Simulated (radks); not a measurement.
Isoelectronic series with 57 electrons, each ion in its NIST ground configuration. All-electron calculation, scalar-relativistic Kohn-Sham, PBEsol, spin-polarised, spherical densities, finite nucleus; open shells are filled with parallel spins first (spin-orbit coupling, left out, can overturn this in heavy ions); Fermi nuclear charge, rms radius of each element as measured or else 0.836 A^(1/3) + 0.57 fm. Program: a radial shooting solver on a logarithmic mesh with Libxc functionals. Total energies (hartree) and mean radii <r> (bohr) (* marks an orbital that is empty in some or all of the ions):

ion            configuration  E (hartree)  5d down*  5d up*  5p down*  5p up*
La              [Xe] 5d1 6s2   -8489.6359     3.040   2.972     1.800   1.808
Ce+             [Xe] 4f1 5d2   -8856.4832     2.823   2.799     1.764   1.774
Pr2+                [Xe] 4f3   -9232.8801     2.652   2.602     1.762   1.742
Nd3+                [Xe] 4f3   -9618.5727     2.277   2.243     1.653   1.636
Pm4+                [Xe] 4f3  -10013.4650     2.031   2.008     1.556   1.542
Sm5+                [Xe] 4f3  -10417.5780     1.851   1.834     1.471   1.459
Eu6+   [Kr] 4d10 4f5 5s2 5p4  -10830.8273     1.794   1.746     1.441   1.421
Gd7+   [Kr] 4d10 4f6 5s2 5p3  -11254.0747     1.705   1.651     1.390   1.370
Tb8+   [Kr] 4d10 4f7 5s2 5p2  -11686.9527     1.619   1.575     1.343   1.323
Dy9+   [Kr] 4d10 4f8 5s2 5p1  -12129.3790     1.538   1.510     1.295   1.281
Ho10+      [Kr] 4d10 4f9 5s2  -12581.8951     1.469   1.452     1.252   1.241
Er11+      [Kr] 4d10 4f9 5s2  -13044.5122     1.393   1.379     1.202   1.192
Tm12+      [Kr] 4d10 4f9 5s2  -13516.9874     1.326   1.314     1.155   1.147
Yb13+     [Kr] 4d10 4f10 5s1  -13998.5835     1.279   1.267     1.121   1.114
Lu14+     [Kr] 4d10 4f10 5s1  -14491.1098     1.224   1.213     1.081   1.075
Hf15+         [Kr] 4d10 4f11  -14993.2142     1.182   1.177     1.051   1.047
Ta16+         [Kr] 4d10 4f11  -15506.2593     1.136   1.131     1.016   1.013
W17+          [Kr] 4d10 4f11  -16029.5600     1.094   1.089    0.9841  0.9809
Re18+         [Kr] 4d10 4f11  -16563.2236     1.054   1.051    0.9538  0.9509
Os19+         [Kr] 4d10 4f11  -17107.3000     1.018   1.015    0.9254  0.9228
Ir20+         [Kr] 4d10 4f11  -17661.9718    0.9847  0.9817    0.8987  0.8963
Pt21+         [Kr] 4d10 4f11  -18227.2593    0.9535  0.9507    0.8736  0.8714
